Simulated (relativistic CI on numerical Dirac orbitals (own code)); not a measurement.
## L2,3 absorption of iron in several valence states

Computed multiplet spectra 2p⁶3dⁿ → 2p⁵3dⁿ⁺¹ (Dirac-Coulomb-Breit ions, Slater integrals scaled by 0.8, an assumed crystal field that grows with the charge, no charge transfer; 300 K; Lorentzian 0.4 eV and Gaussian 0.3 eV FWHM at both edges, so that L2 comes out sharper than in experiment). Peaks over 5 % are given in eV from the highest peak in the L3 region of each spectrum (height, largest 100). S of the lowest state is read from ⟨S²⟩, and the branching ratio is the share of L3, cut at the minimum between the edges.

Field parameters in Wybourne normalisation: Oh B⁴₀ = 21Dq, B⁴₄ = √(5/14) B⁴₀. The field is a parameter set, without covalency.

- Fe2+ (d6, Oh, 10Dq = 10700 cm⁻¹): S = 2.00, high spin, branching ratio 0.77; peaks -2.0 (21), -1.2 (29), 0.0 (100), 1.2 (56), 2.8 (22), 11.4 (13), 12.7 (33), 15.8 (8)
- Fe3+ (d5, Oh, 10Dq = 13850 cm⁻¹): S = 2.50, high spin, branching ratio 0.77; peaks -1.9 (31), 0.0 (100), 1.6 (29), 3.9 (10), 4.9 (6), 11.3 (15), 13.3 (21), 14.2 (14), 14.7 (16)
- Fe4+ (d4, Oh, 10Dq = 16950 cm⁻¹): S = 1.99, high spin, branching ratio 0.66; peaks -2.2 (51), -1.3 (41), 0.0 (100), 1.7 (65), 8.2 (20), 10.1 (36), 12.6 (29), 13.7 (40), 15.0 (16)
- Fe5+ (d3, Oh, 10Dq = 20100 cm⁻¹): S = 1.50, branching ratio 0.59; peaks -2.1 (55), 0.0 (99), 1.1 (87), 3.7 (21), 5.3 (12), 9.2 (25), 10.7 (100), 12.2 (39), 13.6 (67)

The centroid of the whole edge, which also moves with the branching ratio, lies at 713.2 (Fe2+), 716.3 (Fe3+), 720.5 (Fe4+), 725.8 (Fe5+) eV in this ionic model, in steps of 3.1 to 5.3 eV. Compounds show about 1 to 2 eV a unit and lower energies for the high valences, since ligands screen the charge. The multiplet shape follows the d count and the spin state, and so serves as a fingerprint of valence.
